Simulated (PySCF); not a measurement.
A thermochemical cycle for Cs2

PBE in PySCF with def2-SVPD on every atom (core potentials on Cs), for the lowest determinant that a PBE0 search found; no spin–orbit coupling. Cs2, a singlet (closed shell), has De = 0.48 eV to neutral atoms, and Cs₂⁺, a doublet (σ ↑), has De = 0.73 eV to Cs⁺ + Cs.

At the same level the Cs atom ionises at 3.97 eV.

What is the adiabatic ionisation energy of the molecule, and does ionisation strengthen or weaken the bond?

IE = IE(Cs) + De(neutral) − De(ion) = 3.97 + 0.48 − 0.73 = 3.72 eV. De changes by +0.25 eV, so ionisation strengthens the bond.

Closed-shell solutions of metal pairs were not tested for spin polarisation, which can lower them a little. Weak bonds: Cs2. Basis-set superposition, not corrected here, can be much of De in a small basis, most of all at correlated wavefunction levels. Spin–orbit coupling is left out. States were picked by a PBE0 search and need not be the measured ground states.
